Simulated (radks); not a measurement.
Question: The argon ion Ar7+ is in [Ne] 3s1. Calculated with a radial shooting solver on a logarithmic mesh with Libxc functionals: scalar-relativistic Kohn-Sham, PBEsol, spin-polarised, spherical densities, finite nucleus; Fermi nuclear charge, rms radius of each element as measured or else 0.836 A^(1/3) + 0.57 fm. Open shells are filled with parallel spins first. One electron is removed from 2p, 1s, 3s, 2s in turn, with full relaxation. Which removal costs least, and what does each cost?

Answer: 3s 143.98 eV; 2p 395.19 eV; 2s 458.45 eV; 1s 3354.5 eV. The 3s electron leaves first.
